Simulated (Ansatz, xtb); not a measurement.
# ClFOSeSi: which of two isomers lies lower

Structure X: `O=[Si](F)[Se]Cl`, a singlet. Structure Y: `F[Si@]1(Cl)O[Se]1`, a singlet. Both are isolated molecules in the gas phase, relaxed with B3LYP-D3(BJ)/def2-SVP; the shapes shown needn't be the lowest conformers.

X (Å):

| atom | x (Å) | y (Å) | z (Å) |
| --- | --- | --- | --- |
| Cl | 4.3980 | -0.6160 | 2.5677 |
| F | -0.0325 | 0.8990 | 1.9988 |
| O | 2.2555 | 1.6732 | 0.5633 |
| Se | 2.2672 | -0.6497 | 3.1367 |
| Si | 1.5381 | 0.8673 | 1.6383 |

Y (Å):

```csv
atom,x (Å),y (Å),z (Å)
Cl,-0.9058,-0.9238,-0.8535
F,-1.1617,1.0651,1.2852
O,1.4409,0.8537,0.3342
Se,0.9531,2.3213,-0.9715
Si,-0.1715,0.7295,0.0681
```

Quicker runs give these differences E(Y) − E(X): GFN2-xTB +0.906 eV; HF/STO-3G −1.325 eV (at GFN2-xTB geometries); r2SCAN-D4/def2-SVP −0.757 eV (at GFN2-xTB geometries).

Which of the two would you expect CCSD(T)/def2-SVP + ΔMP2/def2-TZVPP electronic energies to favour?

Structure Y; the calculation gives E(Y) − E(X) = −0.789 eV.

How the difference moves with the method:

| level | geometry | E(Y) − E(X) (eV) | departure from the last row (eV) | job, with rough time for the two |
| --- | --- | --- | --- | --- |
| GFN2-xTB | GFN2-xTB | +0.906 | +1.695 | optimisation, 0.19 s |
| HF/STO-3G | GFN2-xTB | −1.325 | −0.536 | single point, 0.96 s |
| r2SCAN-D4/def2-SVP | GFN2-xTB | −0.757 | +0.032 | single point, 3.6 s |
| B3LYP-D3(BJ)/def2-SVP | B3LYP-D3(BJ)/def2-SVP | −0.673 | +0.116 | optimisation, 33 s |
| HF/def2-SVP | B3LYP-D3(BJ)/def2-SVP | −0.835 | −0.046 | part of the CCSD(T) run |
| MP2/def2-SVP | B3LYP-D3(BJ)/def2-SVP | −0.837 | −0.048 | part of the CCSD(T) run |
| CCSD(T)/def2-SVP | B3LYP-D3(BJ)/def2-SVP | −0.833 | −0.045 | single point |
| CCSD(T)/def2-SVP + ΔMP2/def2-TZVPP | B3LYP-D3(BJ)/def2-SVP | −0.789 |  | single point, 30 s |

As drawn, Y has 1 Cl–Si, 1 O–Si, 1 O–Se in place of 1 O=Si, 1 Cl–Se. Structure X has no ring, Y a 3-membered ring.

GFN2-xTB puts the two in the other order. The largest departure from CCSD(T)/def2-SVP + ΔMP2/def2-TZVPP is that of GFN2-xTB, 1.695 eV. The last row adds to CCSD(T) the change of the MP2 difference between the two basis sets, here +0.045 eV.

With harmonic frequencies from B3LYP-D3(BJ)/def2-SVP (ideal gas, rigid rotor, one conformer each, 600 K, 1 atm): on the last row, ΔE + ΔZPE = −0.771, ΔH = −0.792, ΔG = −0.682 eV.

The correlated steps freeze 21 core orbitals; the filled d shell of Se is correlated, in a basis made for valence electrons. Mirror images aren't counted in ΔG. Run with Ansatz 0.2.0, xtb 6.7.1; the last row on 1 thread of Intel(R) Xeon(R) 6975P-C (Granite Rapids) on a shared host.
